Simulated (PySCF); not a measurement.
Computed IR spectrum (relative IR intensity) of a molecule C₄H₅Cl. Geometry optimised at PBE-D3(BJ)/def2-SVP. Other conformers were not sampled. All values below come from PBE-D3(BJ)/def2-SVP (PySCF). Frequencies are harmonic and unscaled.

Lines under 2 % of the strongest are left out, and lines within 2 cm⁻¹ are merged.

ν (cm⁻¹): 378 (vw), 416 (w), 510 (vw), 629 (s), 840 (vs), 873 (w), 900 (s), 973 (m), 986 (w), 1199 (vs), 1332 (m), 1376 (w), 1603 (vs), 1659 (w), 3085 (w), 3096 (w), 3194 (vw) (against the strongest line: vs over 80 %, s over 45 %, m over 15 %, w over 4 %, vw less)

Question: Which structure fits?
A) CC=C=CCl
B) C#CCCCl
C) ClC1=CCC1
D) C=CC(=C)Cl

Answer: D, C=CC(=C)Cl
